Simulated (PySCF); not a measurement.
## Electron correlation in Mg (magnesium, neutral)

[Ne] 3s1 3p1, high-spin 3P determinant (an excited configuration). Computed with PySCF 2.14 in aug-cc-pVTZ with one added diffuse shell each of s, p, d, f type (7s6p4d3f, 66 functions), with no relativity, point nucleus. Frozen: [Ne]; 2 electrons correlated.

With two correlated electrons CCSD is exact within the correlated space (frozen core and kept virtual orbitals).

```json
{"level": "CCSD", "correlation energy (mhartree)": "-4.39"}
```

Diagnostics: T1 = 0.0067, D1 = 0.0114, largest double amplitude 0.028.

Cost of the coupled-cluster step: roughly 1.6 core-seconds, for 2 correlated electrons.

Iterations:

```
CC2 = 0
CCSD nocc = (np.int64(2), np.int64(0)), nmo = (61, 61)
frozen orbitals [[0, 1, 2, 3, 4], [0, 1, 2, 3, 4]]
max_cycle = 100
direct = 0
conv_tol = 1e-08
conv_tol_normt = 1e-06
diis_space = 8
diis_start_cycle = 0
Init t2, MP2 energy = -0.00234484623187092
Init E_corr(UCCSD) = -0.00234484624571374
cycle = 1  E_corr(UCCSD) = -0.00334118185638688  dE = -0.000996335611  norm(t1,t2) = 0.0244756
cycle = 2  E_corr(UCCSD) = -0.00382115539017262  dE = -0.000479973534  norm(t1,t2) = 0.0134487
cycle = 3  E_corr(UCCSD) = -0.00438584114215121  dE = -0.000564685752  norm(t1,t2) = 0.00772541
cycle = 4  E_corr(UCCSD) = -0.0043834388221594  dE = 2.40231999e-06  norm(t1,t2) = 0.00101101
cycle = 5  E_corr(UCCSD) = -0.0043861238118888  dE = -2.68498973e-06  norm(t1,t2) = 0.000163789
cycle = 6  E_corr(UCCSD) = -0.0043849846437981  dE = 1.13916809e-06  norm(t1,t2) = 2.80773e-05
cycle = 7  E_corr(UCCSD) = -0.00438551439408513  dE = -5.29750287e-07  norm(t1,t2) = 6.48414e-06
cycle = 8  E_corr(UCCSD) = -0.00438534443906633  dE = 1.69955019e-07  norm(t1,t2) = 2.23286e-06
cycle = 9  E_corr(UCCSD) = -0.00438535816393297  dE = -1.37248666e-08  norm(t1,t2) = 1.81033e-07
cycle = 10  E_corr(UCCSD) = -0.00438535578603736  dE = 2.37789561e-09  norm(t1,t2) = 3.91796e-08
UCCSD converged
E(UCCSD) = -199.5518909383365  E_corr = -0.004385355786037364
```
